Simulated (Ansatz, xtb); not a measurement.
**C5H4BrFO: which of two isomers lies lower**

Structure I: `C=C/C(F)=C\C(=O)Br`, a singlet. Structure II: `Cc1c(Br)coc1F`, a singlet. Both are isolated molecules in the gas phase, relaxed with B3LYP-D3(BJ)/def2-SVP; the shapes shown needn't be the lowest conformers.

I (Å):

```yaml
atoms:
  - { symbol: C, position_ang: [-1.5421, -0.0899, 2.9927] }
  - { symbol: C, position_ang: [-1.2615, -0.0620, 1.6794] }
  - { symbol: C, position_ang: [-1.7814, -1.0490, 0.7507] }
  - { symbol: C, position_ang: [-1.5800, -1.1414, -0.5900] }
  - { symbol: C, position_ang: [-0.7589, -0.2032, -1.3459] }
  - { symbol: Br, position_ang: [-0.7159, -0.6968, -3.2792] }
  - { symbol: F, position_ang: [-2.5586, -1.9837, 1.3033] }
  - { symbol: O, position_ang: [-0.1546, 0.7536, -0.9708] }
  - { symbol: H, position_ang: [-2.1804, -0.8642, 3.4243] }
  - { symbol: H, position_ang: [-1.1351, 0.6673, 3.6663] }
  - { symbol: H, position_ang: [-0.6257, 0.7066, 1.2392] }
  - { symbol: H, position_ang: [-2.0563, -1.9597, -1.1271] }
```

II (Å):

```tsv
atom	x (Å)	y (Å)	z (Å)
C	-2.3994	-0.0132	1.9719
C	-1.5171	-0.2947	0.8013
C	-0.9455	-1.5582	0.3905
C	-0.2048	-1.3484	-0.7354
C	-1.0488	0.5676	-0.1452
Br	-1.1984	-3.1946	1.2773
F	-1.2299	1.8600	-0.3019
O	-0.2722	-0.0199	-1.0661
H	-3.3283	-0.6036	1.9199
H	-2.6692	1.0515	2.0091
H	-1.8996	-0.2763	2.9181
H	0.3894	-1.9880	-1.3788
```

Quicker runs give these differences E(II) − E(I): GFN2-xTB −120.6 kJ/mol; HF/STO-3G −212.7 kJ/mol (at GFN2-xTB geometries); r2SCAN-D4/def2-SVP −2.5 kJ/mol (at GFN2-xTB geometries).

Task: Estimate E(II) − E(I) at the level CCSD(T)/def2-SVP + ΔMP2/def2-TZVPP.

Result: Calculated at CCSD(T)/def2-SVP + ΔMP2/def2-TZVPP: E(II) − E(I) = −8.4 kJ/mol, so structure II lies lower.

The same difference at several levels:

```tsv
level	geometry	E(II) − E(I) (kJ/mol)	departure from the last row (kJ/mol)	job, with rough time for the two
GFN2-xTB	GFN2-xTB	−120.6	−112.2	optimisation, 0.15 s
HF/STO-3G	GFN2-xTB	−212.7	−204.2	single point, 0.6 s
r2SCAN-D4/def2-SVP	GFN2-xTB	−2.5	+6.0	single point, 5 s
B3LYP-D3(BJ)/def2-SVP	B3LYP-D3(BJ)/def2-SVP	+4.3	+12.7	optimisation, 38 s
HF/def2-SVP	B3LYP-D3(BJ)/def2-SVP	+0.5	+8.9	part of the CCSD(T) run
MP2/def2-SVP	B3LYP-D3(BJ)/def2-SVP	−22.7	−14.3	part of the CCSD(T) run
CCSD(T)/def2-SVP	B3LYP-D3(BJ)/def2-SVP	−6.9	+1.5	single point
CCSD(T)/def2-SVP + ΔMP2/def2-TZVPP	B3LYP-D3(BJ)/def2-SVP	−8.4		single point, 3 min
```

As drawn, II has 3 C∷C, 2 C∷O in place of 2 C=C, 1 C–C, 1 C=O (∷ is an aromatic bond). Structure I has no ring, II a 5-membered ring (with an aromatic ring).

B3LYP-D3(BJ)/def2-SVP puts the two in the other order. HF/def2-SVP finds them nearly level. The largest departure from CCSD(T)/def2-SVP + ΔMP2/def2-TZVPP is that of HF/STO-3G, 204.2 kJ/mol. The last row adds to CCSD(T) the change of the MP2 difference between the two basis sets, here −1.5 kJ/mol.

With thermal terms from frequencies at re-optimised GFN2-xTB minima (ideal gas, soft modes damped towards free rotors, one conformer each, 298.15 K, 1 atm): on the last row, ΔE + ΔZPE = −1.7, ΔH = −3.7, ΔG = +1.1 kJ/mol. In free energy the two are nearly level.

The correlated steps freeze 16 core orbitals; the filled d shell of Br is correlated, in a basis made for valence electrons. Programs: Ansatz 0.2.0, xtb 6.7.1; the last row on 4 threads of Arm Neoverse V1 on a shared host.
